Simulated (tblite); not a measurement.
All values are computed: GFN2-xTB (tblite) harmonic vibrations without scaling, gas phase. Errors from tens to a few hundred cm⁻¹ against measured bands are possible. Modes of hydrogen on silicon can be 10 to 20 % off. One conformer each. Thermal functions are those of the rigid rotor and harmonic oscillator, without mixing of conformers.

Question: Order these by their ideal-gas entropy at 500 K and 1 bar, highest first (J/(mol K)).
A. `N[SiH2]CCCF`
B. `[H]/N=C\[SiH2]Br`
C. `CO[P@@]1(=O)OC[C@@H](C)O1`
D. `Cc1cnn(C)c1C=O`
E. `O=C(O)C=C(F)F`

Answer: C (521.3), D (483.6), A (477.8), E (407.0), B (385.4).

| SMILES | atoms | mass (u) | symmetry number | modes under 300 cm⁻¹ | ZPE (kJ/mol) | S translation (J/(mol K)) | S rotation | S vibration | S | Cp |
| --- | --- | --- | --- | --- | --- | --- | --- | --- | --- | --- |
| CO[P@@]1(=O)OC[C@@H](C)O1 | 18 | 152.02 | 1 | 7 | 361.7 | 182.3 | 127.9 | 211.2 | 521.3 | 230.4 |
| Cc1cnn(C)c1C=O | 17 | 124.06 | 1 | 7 | 347.7 | 179.7 | 126.7 | 177.1 | 483.6 | 211.0 |
| N[SiH2]CCCF | 16 | 107.06 | 1 | 6 | 332.8 | 177.9 | 124.7 | 175.2 | 477.8 | 202.0 |
| O=C(O)C=C(F)F | 9 | 108.00 | 1 | 3 | 129.9 | 178.0 | 121.8 | 107.2 | 407.0 | 136.4 |
| [H]/N=C\[SiH2]Br | 8 | 136.93 | 1 | 2 | 125.6 | 181.0 | 119.9 | 84.6 | 385.4 | 115.5 |

Entropies and Cp are for 500 K and 1 bar.
